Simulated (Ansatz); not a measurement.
The same path of FH2SeSi (5 atoms, charge 0, multiplicity 2) was run twice with different band settings. The coordinate that changes most is the dihedral F1–Si2–Se3–H5.

The calculation used Ansatz 0.2.0, UKS PBE0-D4/def2-SVP.

Relaxed end points:

```xyz
5
Properties=species:S:1:pos:R:3
F -0.582 -1.442 1.329
Si -0.682 -0.217 0.260
Se 1.408 0.699 0.205
H -1.056 -0.823 -1.066
H 0.962 1.709 -0.770
```

```xyz
5
Properties=species:S:1:pos:R:3
F -0.549 -0.986 1.427
Si -0.739 -0.236 -0.008
Se 1.176 0.722 -0.760
H -1.065 -1.281 -1.032
H 1.227 1.708 0.332
```

Common settings: movable images 7; climbing image yes; spring 5.0 eV/Å²; optimiser quadratic models (default); start path through a guess of the saddle point; force threshold 0.05 eV/Å; end points relaxed.

| run | iteration limit |
| --- | --- |
| 1 | 60 |
| 2 | 10 |

Question: What does each run give, and how far can it be trusted?

Answer: Run 1: converged after 6 iterations, highest image 0.015 eV above the first end. A vibrational analysis at the climbing image gives one clearly imaginary mode, 131i cm⁻¹: a first-order saddle point.
Run 2: converged after 6 iterations, highest image 0.015 eV above the first end. Another band between the same ends (7 images) ends at a top of the same energy, where a vibrational analysis finds 1 clearly imaginary mode.
